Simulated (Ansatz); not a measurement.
Basis-set extrapolation for C4H12N2Si, SMILES `CN(C)[Si]N(C)C` (PBE0-D4/def2-TZVP geometry, frozen core, the Gaussian-basis code of Ansatz). Multiplicity 1, RHF reference.

```json
{"": "HF", "def2-TZVPP": "-556.393469", "def2-QZVPP": "-556.415488"}
{"": "MP2 correlation", "def2-TZVPP": "-1.236290", "def2-QZVPP": "-1.316977"}
{"": "CCSD(T) correlation", "def2-TZVPP": "-1.356216", "def2-QZVPP": "not run"}
```

Energies in hartree. Use E(X) = E(∞) + A·exp(−7.88·√X) for Hartree–Fock and E(X) = E(∞) + B·X^(−2.97) for correlation, with X = 3 and 4, and add CCSD(T) minus MP2 of the smaller set to the MP2 limit.

Question: What is the CCSD(T) energy at the basis-set limit?

Answer: HF limit: -556.415488 + (-0.022019) × 0.13774 = -556.41852. MP2 limit: -1.316977 + (-0.080687) × 0.74074 = -1.37675. Higher-order term: -1.356216 − (-1.236290) = -0.11993. Total: -557.91520 hartree, 103.9 kcal/mol below CCSD(T)/def2-TZVPP.
